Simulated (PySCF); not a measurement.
## Ce⁴⁹⁺: fine-structure interval

Ce⁴⁹⁺ [He] 2s2 2p5 [2p1/2^2 2p3/2^3, M_J = 3/2] → Ce⁴⁹⁺ [He] 2s2 2p5 [2p1/2^1 2p3/2^4, M_J = 1/2], as a difference of total energies. All numbers are calculated (PySCF 2.14, the two-component X2C-1e Hamiltonian, in an uncontracted even-tempered set (17 s from 28 bohr⁻², ratio 2.4; 13 p from 37 bohr⁻², ratio 2.4; 5 d from 130 bohr⁻², ratio 2.6; 4 f from 200 bohr⁻², ratio 2.6)). Correlated levels: nothing frozen; the 32 highest virtual spinors dropped. "Screened" scales the spin-orbit matrix elements by Boettger's factors to mimic the two-electron term; Breit and QED terms are absent.

| method | fine-structure interval (cm⁻¹) |
| --- | --- |
| GHF (screened spin-orbit) | 3768500 |
| GMP2 (screened spin-orbit) | 3769600 |
| GHF (bare spin-orbit) | 3911900 |
